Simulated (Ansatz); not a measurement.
BFH₃NOSi (`NB1O[SiH]1F`) at its PBE0-D4/def2-TZVP geometry, where that method's forces vanish. Total charge 0; spin multiplicity 1.

```json
{"atom": "N1", "x (Å)": "-0.081", "y (Å)": "0.592", "z (Å)": "1.657"}
{"atom": "B2", "x (Å)": "-0.068", "y (Å)": "0.139", "z (Å)": "0.352"}
{"atom": "O3", "x (Å)": "-0.564", "y (Å)": "0.701", "z (Å)": "-0.814"}
{"atom": "Si4", "x (Å)": "0.168", "y (Å)": "-0.754", "z (Å)": "-1.282"}
{"atom": "F5", "x (Å)": "1.440", "y (Å)": "-0.566", "z (Å)": "-2.224"}
{"atom": "H6", "x (Å)": "0.326", "y (Å)": "0.076", "z (Å)": "2.415"}
{"atom": "H7", "x (Å)": "-0.488", "y (Å)": "1.476", "z (Å)": "1.916"}
{"atom": "H8", "x (Å)": "-0.733", "y (Å)": "-1.664", "z (Å)": "-2.020"}
```

Q: For each bond, give half the difference of the two atoms' forces along it (eV/Å; positive pushes the atoms apart) under PBE-D4, r2SCAN-D4, B3LYP-D4, ωB97M-V in def2-TZVPP. (Estimate.)

A: Computed: 
```csv
bond,length (Å),PBE-D4,r2SCAN-D4,B3LYP-D4,ωB97M-V
N1–B2,1.381,-0.05,0.02,0.01,0.14
N1–H6,1.003,0.17,-0.02,-0.03,-0.07
N1–H7,1.007,0.20,0.00,0.01,-0.08
B2–O3,1.386,0.50,0.21,0.08,0.04
B2–Si4,1.878,0.02,0.04,0.07,-0.02
O3–Si4,1.695,0.54,0.18,0.12,0.01
Si4–F5,1.594,0.48,0.04,0.18,0.16
Si4–H8,1.477,-0.04,-0.05,-0.16,-0.20
```

B3LYP here is the variant with VWN-RPA as its local correlation; programs differ in this.
